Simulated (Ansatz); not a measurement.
Input file for `C[O][W]([OH])([OH])([Cl])([Cl])[O]C`:

```yaml
crystal:
  periodic: [false, false, false]
  atoms:
    - {symbol: C, position_ang: [1.796264, -1.320870, -1.753058]}
    - {symbol: O, position_ang: [1.164694, -0.855461, -0.592451]}
    - {symbol: W, position_ang: [-0.053021, 0.446156, -0.145853]}
    - {symbol: O, position_ang: [0.742677, 1.238672, 1.384476]}
    - {symbol: O, position_ang: [-0.890366, 0.005488, -1.791382]}
    - {symbol: Cl, position_ang: [-1.781195, 2.081290, -0.041468]}
    - {symbol: Cl, position_ang: [1.292723, 2.032854, -1.304573]}
    - {symbol: O, position_ang: [-0.995212, -0.571453, 1.059526]}
    - {symbol: C, position_ang: [-1.592789, -0.393753, 2.314030]}
    - {symbol: H, position_ang: [1.047258, -1.449734, -2.539626]}
    - {symbol: H, position_ang: [2.285395, -2.270118, -1.530706]}
    - {symbol: H, position_ang: [2.534660, -0.580335, -2.074181]}
    - {symbol: H, position_ang: [1.214251, 2.073383, 1.324149]}
    - {symbol: H, position_ang: [-1.530622, 0.595249, -2.197607]}
    - {symbol: H, position_ang: [-2.491140, 0.218786, 2.193461]}
    - {symbol: H, position_ang: [-0.889455, 0.121399, 2.974545]}
    - {symbol: H, position_ang: [-1.854133, -1.371562, 2.720719]}
basis:
  gaussian: {orbitals: def2-TZVPP}
correlation: {method: ccsd_t}
output: {orbitals: {seedname: orbitals}}
```

```sh
$ ansatz run in.yaml --threads 4 --pin off --events-out ev --progress --plain --max-ram 46080MiB --backend cuda --devices 0, --max-vram 37GiB
```

Output of Ansatz, abridged:

```
Functional definition: HF
2703 factors; integrals over basis functions are off by at most 9.8e-4 eV
mean field evaluation 1: about -37147.1187 eV, gradient 8.1e1 eV
mean field evaluation 2: about -37147.7329 eV, gradient 8.2e1 eV
mean field evaluation 4: about -37159.6368 eV, gradient 1.1e1 eV
mean field evaluation 8: about -37159.9382 eV, gradient 1.3e0 eV
mean field evaluation 16: about -37159.9433 eV, gradient 2.3e-6 eV
mean field -37159.94333159 eV, -1365.6027295217 hartree, gradient 2.2e-6 eV, S^2 0.000000; 0 other end points of the search recorded, 0 dependent functions left out
16 core orbitals not correlated: weight in the atoms' cores, before any rotation towards them, 1.000 or more for the frozen orbitals, at most 0.000 for the correlated occupied ones
reference -37159.94333159 eV, -1365.6027295217 hartree; 34, 34 occupied and 388, 388 virtual orbitals, 2703 factors
second order -60.63531970 eV of doubles, -0.00000000 eV of singles
cycle   1  -57.97853208 eV  change     2.7e0 eV  update   3.1e-1
cycle   2  -60.01394237 eV  change    -2.0e0 eV  update   1.9e-1
cycle   3  -60.60272771 eV  change   -5.9e-1 eV  update   5.7e-2
cycle   4  -60.60881269 eV  change   -6.1e-3 eV  update   2.4e-2
cycle   5  -60.57550922 eV  change    3.3e-2 eV  update   9.5e-3
cycle   6  -60.57294494 eV  change    2.6e-3 eV  update   4.0e-3
cycle   7  -60.57546484 eV  change   -2.5e-3 eV  update   1.7e-3
cycle   8  -60.57468446 eV  change    7.8e-4 eV  update   8.3e-4
cycle   9  -60.57445938 eV  change    2.3e-4 eV  update   3.5e-4
cycle  10  -60.57541176 eV  change   -9.5e-4 eV  update   2.1e-4
cycle  11  -60.57501417 eV  change    4.0e-4 eV  update   7.7e-5
cycle  12  -60.57479997 eV  change    2.1e-4 eV  update   4.6e-5
cycle  13  -60.57492023 eV  change   -1.2e-4 eV  update   1.7e-5
cycle  14  -60.57486371 eV  change    5.7e-5 eV  update   1.1e-5
perturbative correction -3.04855345 eV, -0.1120322728 hartree
Total energy: -37223.56674875 eV, -1367.9408469768 hartree
```

It took 53 s on 4 threads of an AMD EPYC 7R13 on a shared host and a share of an NVIDIA H100 80 GB, with 0.94 GiB of host memory at the peak.

MP2 recovers 95.3 % of the CCSD(T) correlation energy and the triples give 4.8 %; T1 = 0.0213.
